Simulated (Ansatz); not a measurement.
Consider the formal exchange of groups at the Si–O bond: `[NH2][Al]([SH])[O][SiH3]` + `[SiH3][SbH2]` → `[SiH3][SbH][SiH3]` + `[NH2][Al]([OH])[SH]`.

Calculated with Ansatz (gas phase, PBE0-D4/def2-TZVP geometries, no zero-point term in ΔE). CCSD(T)/CBS is the MP2 limit (def2-TZVPP, def2-QZVPP) plus CCSD(T) − MP2 in def2-TZVPP, frozen cores. DFT in def2-TZVPP. Elements past krypton have def2 core potentials. For Sb outer-core shells are correlated without core-valence functions, which leaves a few kJ/mol of doubt a bond. Each species was taken in one conformer, which may not be the lowest.

```
        level  ΔE (kcal/mol)
 CAM-B3LYP-D4           19.9
      r2SCAN0           16.9
      LC-ωPBE           16.6
MP2/CBS(def2)           15.3
```

(1) What does CCSD(T)/CBS give? (Estimate.)

Largest T1 diagnostic among the species: 0.014.

## Answers

(1) The calculation gave: +16.4 kcal/mol. The listed levels differ from it by 3.5, 0.5, 0.2, -1.1 kcal/mol.

From PBE to PBE0 (25 % exact exchange), in def2-TZVPP and without D4, ΔE moves by +1.5 kcal/mol. At CCSD(T), def2-SVP lies +1.4 kcal/mol from the extrapolated value and def2-TZVPP +1.6 kcal/mol.
